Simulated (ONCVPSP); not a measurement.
# Zr, ONCV: configuration errors across variants

```
Element                 : Zr
Generator               : ONCVPSP 4.0.1
Type                    : optimised norm-conserving Vanderbilt (ONCV)
Functional              : LDA (Perdew-Wang 92)
Relativity              : fully relativistic
Frozen core             : [Ar] 3d10
Valence charge          : 12
Reference configuration : 4s2 4p6 4d2 5s1.5 (charge +0.5)
Partial waves           : 4s+5s: rc 2.25 bohr, ncon 5, nbas 9, qcut 6.7 1/bohr, 2 projectors; 4p: rc 1.35 bohr, ncon 4, nbas 9, qcut 5.8 1/bohr, 1 projector; 4d: rc 3.10 bohr, ncon 4, nbas 9, qcut 4.8 1/bohr, 2 projectors, debl 0.4 Ha; f scattering state at 0.28 Ha: rc 2.35 bohr, ncon 4, nbas 8, qcut 5.2 1/bohr, 2 projectors, debl 0.4 Ha
Local potential         : polynomial inside 1.30 bohr (lpopt 3, dvloc0 1 Ha)
Core correction         : none
```

Open shells are filled in proportion to 2j + 1.

All-electron excitation energies from the reference (eV): (1) 4s2 4p6 4d2 5s2 -2.968; (2) 4s2 4p6 4d2 5s1 4.377; (3) 4s2 4p6 4d2 5s0 17.611; (4) 4s2 4p6 4d1 5s0 40.428.

A true bound ghost makes a file unfit for plane-wave use even where its test errors are small: the radial tests pick states by their node count and pass the ghost by.

Errors AE − PS in meV (a dash: test not solved or not reliable):

```
     change   (1)   (2)   (3)   (4)  bound ghosts  GHOST(+) flags above zero
       base   0.0  -0.2  -3.8   +72          none                       d5/2
d: qcut 2.8  -0.3  -1.0   -19  +267    d5/2, d3/2                       none
d: qcut 3.5  -0.1  -0.5   -10  +169    d5/2, d3/2                       none
d: qcut 3.9   0.0  -0.3  -7.2  +128    d5/2, d3/2                       none
d: qcut 4.6   0.0  -0.2  -4.3   +82          none                       d5/2
d: qcut 5.6   0.0  -0.1  -2.6   +45          none                       none
  d: qcut 6   0.0  -0.1  -2.2   +36          none                       none
d: qcut 6.6   0.0  -0.1  -1.9   +26          none                       none
d: qcut 7.2   0.0  -0.1  -2.0   +30          none                       none
```

Question: Give the same row for: d: qcut 5.

Answer: 0.0, -0.1, -3.4, +64; bound ghosts: none; GHOST(+) flags above zero: d5/2, d3/2.
